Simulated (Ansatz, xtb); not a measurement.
# C5H3N3Se: which of two isomers lies lower

Structure a is `[H]/N=C\c1n[se]cc1C#N`, a singlet and structure b is `N#CC[C@H](C#N)[Se]C#N`, a singlet. Both are isolated molecules in the gas phase, relaxed with r2SCAN-D4/def2-SVP; the shapes shown needn't be the lowest conformers.

a (Å):

```xyz
12

C    -1.3051   -1.1549    1.5985
C    -0.5830   -0.2931    0.7255
C    -1.1238    0.8427    0.1525
C     0.7983   -0.5113    0.3411
C     1.6017   -1.6652    0.8249
N    -1.8847   -1.8693    2.3149
N     1.3496    0.3625   -0.4743
N     2.8135   -1.9011    0.5177
Se    0.1561    1.6492   -0.8985
H    -2.1392    1.2194    0.2860
H     1.0745   -2.3560    1.5052
H     3.1455   -1.1615   -0.1207
```

b (Å):

```yaml
atoms:
  - { symbol: C, position_ang: [-0.0966, -2.5429, -0.5057] }
  - { symbol: C, position_ang: [0.8187, -1.4603, -0.8460] }
  - { symbol: C, position_ang: [0.6560, -0.2159, 0.0448] }
  - { symbol: C, position_ang: [0.8711, -0.4807, 1.4566] }
  - { symbol: C, position_ang: [-0.9354, 1.0673, -1.8703] }
  - { symbol: N, position_ang: [-0.8268, -3.4012, -0.2240] }
  - { symbol: N, position_ang: [1.0364, -0.6987, 2.5868] }
  - { symbol: N, position_ang: [-0.7808, 1.3422, -2.9961] }
  - { symbol: Se, position_ang: [-1.1730, 0.6116, -0.1142] }
  - { symbol: H, position_ang: [0.6665, -1.1671, -1.8989] }
  - { symbol: H, position_ang: [1.8581, -1.8233, -0.7578] }
  - { symbol: H, position_ang: [1.3588, 0.5660, -0.2848] }
```

Quicker runs give these differences E(b) − E(a): GFN2-xTB +1.407 eV; HF/STO-3G −0.837 eV (at GFN2-xTB geometries); r2SCAN-D4/def2-SVP//GFN2-xTB +0.816 eV.

Task: Which of the two would you expect CCSD(T)/def2-SVP + ΔMP2/def2-TZVPP electronic energies to favour?

Result: Structure a; the calculation gives E(b) − E(a) = +0.221 eV.

How the difference moves with the method:

| level | geometry | E(b) − E(a) (eV) | departure from the last row (eV) | job, with rough time for the two |
| --- | --- | --- | --- | --- |
| GFN2-xTB | GFN2-xTB | +1.407 | +1.186 | optimisation, 0.17 s |
| HF/STO-3G | GFN2-xTB | −0.837 | −1.058 | single point, 0.58 s |
| r2SCAN-D4/def2-SVP//GFN2-xTB | GFN2-xTB | +0.816 | +0.595 | single point, 4.4 s |
| r2SCAN-D4/def2-SVP | r2SCAN-D4/def2-SVP | +0.822 | +0.601 | optimisation, 41 s |
| HF/def2-SVP | r2SCAN-D4/def2-SVP | −0.213 | −0.434 | part of the CCSD(T) run |
| MP2/def2-SVP | r2SCAN-D4/def2-SVP | +0.051 | −0.170 | part of the CCSD(T) run |
| CCSD(T)/def2-SVP | r2SCAN-D4/def2-SVP | +0.063 | −0.158 | single point |
| CCSD(T)/def2-SVP + ΔMP2/def2-TZVPP | r2SCAN-D4/def2-SVP | +0.221 |  | single point, 2.7 min |

As drawn, b has 2 C≡N, 1 C–C, 2 C–Se, 1 C–H in place of 1 N–H, 1 C=N, 1 C∷N, 1 N∷Se, 1 C∷Se, 2 C∷C (∷ is an aromatic bond). Structure a has a 5-membered ring (with an aromatic ring), b no ring.

HF/STO-3G, HF/def2-SVP put the two in the other order. The largest departure from CCSD(T)/def2-SVP + ΔMP2/def2-TZVPP is that of GFN2-xTB, 1.186 eV. The last row adds to CCSD(T) the change of the MP2 difference between the two basis sets, here +0.158 eV, a large step that makes the value less sure.

With thermal terms from frequencies at re-optimised GFN2-xTB minima (ideal gas, soft modes damped towards free rotors, one conformer each, 298.15 K, 1 atm): on the last row, ΔE + ΔZPE = +0.160, ΔH = +0.205, ΔG = +0.101 eV.

The correlated steps freeze 17 core orbitals; the filled d shell of Se is correlated, in a basis made for valence electrons. Mirror images aren't counted in ΔG. Run with Ansatz 0.2.0, xtb 6.7.1; the last row on 4 threads of Arm Neoverse V2 on a shared host.
